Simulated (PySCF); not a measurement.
C5H9FS3Si.
Numbering: `[CH3:1]/[C:2](=[CH:3]/[F:4])[SiH:5]1[S:6][CH2:7][S:8][CH2:9][S:10]1`

Geometry (GFN2-xTB, Å), atoms numbered from 1 in this order:
```
atom  x, y, z in Å
C1     2.337   -0.652   -1.136
C2     1.960    0.166    0.055
C3     2.871    0.776    0.791
F4     2.537    1.514    1.866
Si5    0.151    0.328    0.516
S6    -0.857    1.214   -1.174
C7    -2.583    0.964   -0.639
S8    -3.145   -0.756   -0.578
C9    -2.375   -1.295    0.969
S10   -0.590   -1.666    0.880
H11    1.858   -0.249   -2.028
H12    3.414   -0.660   -1.285
H13    1.988   -1.676   -1.005
H14    3.941    0.762    0.635
H15   -0.173    1.134    1.687
H16   -3.201    1.455   -1.386
H17   -2.731    1.424    0.337
H18   -2.550   -0.544    1.737
H19   -2.861   -2.230    1.236
```

NICS = −σ at a ghost point: NICS(0) at the centroid of the ring atoms, NICS(1) 1 Å to either side along the normal of their mean plane, zz for the tensor component along that normal. Level: GIAO PBE0/pcSseg-1 (PySCF, non-relativistic, gas phase) on the GFN2-xTB geometry, one conformer.

Ring bond lengths (Å), with Mayer bond orders in brackets: Si5–S6 2.158 (0.97), S6–C7 1.825 (0.97), C7–S8 1.810 (0.99), S8–C9 1.810 (0.99), C9–S10 1.825 (0.97), S10–Si5 2.158 (0.97).

Question: What do the NICS probes read (ppm)?

Answer: 
| ring | type | NICS(0) | NICS(1), two faces | NICS(1)zz, two faces | rms pucker (Å) | centre to ring atoms, mean (Å) |
| --- | --- | --- | --- | --- | --- | --- |
| Si5–S6–C7–S8–C9–S10 | 6-membered ring with 3 S and Si; formal bonds all single | -2.0 | -1.6 / -0.8 | 4.7 / 7.6 | 0.35 | 1.82 |

Question: What can be read from them?

Answer: 
- Si5–S6–C7–S8–C9–S10: mean NICS(1)zz 6.2 ppm, deshielded. Si5, C7, C9 have four or more neighbours, and the NICS criterion for π rings isn't applied.

Question: At the second NICS(1) probe listed for ring Si5–S6–C7–S8–C9–S10, 1 Å off the ring, what do the in-plane components average?

Answer: The isotropic value is a third of the trace: (3 × -0.8 − (7.6))/2 = -5.0 ppm.
